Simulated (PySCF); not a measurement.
## Identify the compound

The spectra below were simulated for a compound C₆H₆F₃N₃.

$^{1}$H NMR (400 MHz, computed): δ 7.37 (m, 1H), 6.60 (m, 1H), 5.43 (m, 1H), 2.70 (s, 3H).

$^{13}$C{$^{1}$H} NMR (computed): δ 150.4, 144.1, 138.8, 131.5, 112.0, 12.2.

[PySCF 2.14.0 with density-fitted response routines: geometry from GFN2-xTB; shielding tensors at PBE0/pcSseg-1 (GIAO); rapidly exchanging positions averaged; in vacuum; no relativistic terms; one computed conformer]

Referencing at the same level of theory: $^{1}$H (σref 31.72), $^{13}$C (σref 186.93) vs TMS.

Which candidate is it?
A. C=Cn1nc(C)c(C(F)(F)F)n1
B. CCc1ncnc(C(F)(F)F)n1
C. C=CCn1cc(C(F)(F)F)nn1

## Answers

A. 

- Rings plus π bonds: 4 (1 ring in the answer).
- 6 carbon signals for 6 carbons: no two carbons are equivalent.
- Carbon types of the structure: 3 × C, 1 × CH, 1 × CH2, 1 × CH3, which accounts for all hydrogens.
- δC 150.4, 144.1: substituted aromatic carbon next to a ring nitrogen.
- δC 138.8: alkene CH; as expected for a trigonal carbon in a double bond.
- δC 131.5: CF3 carbon; 3 electronegative neighbours deshield it.
- δC 112.0: terminal =CH2 carbon; an sp2 carbon of a C=C bond.
- δC 12.2: methyl carbon on an aromatic ring; a saturated carbon with 1 carbon neighbour and no heteroatom attached.

The others: CCc1ncnc(C(F)(F)F)n1 would give 3 signals for carbon-bound and other non-exchanging H, not 4; C=CCn1cc(C(F)(F)F)nn1 would give 5 signals for carbon-bound and other non-exchanging H, not 4.

Splittings by $^{19}$F in the carbon and heteronuclear signals aren't shown, as no couplings were computed. Shifts are as computed. Against solution values, carbons near 30 ppm lie about +3 ppm off and those near 130 ppm about +5 ppm. Of 1211 compounds with measured shifts, 218 miss one by over three times the rms of a fit or turn the order of signals round; such compounds aren't used in these exercises. No couplings were computed; multiplicities are counted from neighbouring protons, with m where these are inequivalent, close in shift, in a saturated or five-membered ring or joined by F or P, and br s for small geminal =CH2 splittings.
